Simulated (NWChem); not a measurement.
C₃H₆OSi; SMILES [SiH3]C1=CCO1

```xyz
11

Si     0.0251    -1.8105     0.0000
C     -0.1177     0.0576     0.0000
C     -1.0629     1.0189     0.0000
C      0.0534     2.0312     0.0000
O      1.0043     0.9094     0.0000
H      0.7552    -2.2759    -1.2082
H      0.7552    -2.2759     1.2082
H     -1.3529    -2.3670     0.0000
H     -2.1419     1.0565     0.0000
H      0.1810     2.6436    -0.8987
H      0.1810     2.6436     0.8987
```
Atoms are numbered in this order, from 1.

All runs: NWChem. Medium grid unless said otherwise, to which SCAN and Minnesota functionals are sensitive. All runs use the structure optimised with B3LYP/6-31G* (spherical d). Hybrids' shares of exact exchange are those that their runs print; pure functionals count as 0. The functionals differ in more than this share.

```
row              share of exact exchange  orbital gap (eV)
---------------  -----------------------  ----------------
PBE/def2-SVP                        0.00              4.28
r2SCAN/def2-SVP                     0.00              4.67
TPSSh/def2-SVP                      0.10          withheld
B3LYP/def2-SVP                      0.20              6.01
PW6B95/def2-SVP                     0.28              6.62
```

Question: Fit a straight line of the last column on the one before it, predict the withheld value, and compare with the run.

Answer: 
1. Means of the 4 shown rows: x = 0.120, y = 5.395. Slope Σ(x − x̄)(y − ȳ)/Σ(x − x̄)² = 0.4660/0.06080 = 7.664; intercept 4.475.
2. The shown rows scatter about the line by 0.138 (root mean square); the largest residual is +0.20, at r2SCAN/def2-SVP.
3. At x = 0.10 (TPSSh/def2-SVP; inside the shown range) the line gives 5.24.
4. The run gives 5.30, +0.06 from the line, 0.4 times the scatter.
